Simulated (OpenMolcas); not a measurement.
## AlGeH4F (SMILES [F][AlH][GeH3]): the vertical electron affinity from total energies

The species is AlGeH4F (7 atoms), meant as a singlet with charge 0. As SMILES, `[F][AlH][GeH3]`. Geometry: relaxed at PBE0-D4/def2-TZVP.

Both states at this one shape; open shells run unrestricted unless said. 1 Eh = 27.2114 eV.

```tsv
level	program	singlet AlGeH4F (Eh)	doublet AlGeH4F− (Eh)
PBE/def2-SVPD	OpenMolcas	-2420.774649	-2420.782570
TPSS/def2-SVPD	OpenMolcas	-2421.343605	-2421.349978
r2SCAN/def2-SVPD	OpenMolcas	-2421.258157	-2421.268686
```

Task: Work out the vertical electron affinity, E(N) − E(N+1), at each level.

Result: 
1. PBE/def2-SVPD: -2420.774649 − (-2420.782570) = 0.007921 Eh = 0.22 eV.
2. TPSS/def2-SVPD: -2421.343605 − (-2421.349978) = 0.006373 Eh = 0.17 eV.
3. r2SCAN/def2-SVPD: -2421.258157 − (-2421.268686) = 0.010529 Eh = 0.29 eV.

No measured value is set beside it here; the levels span 0.17 to 0.29 eV. All-electron rows are non-relativistic unless named.
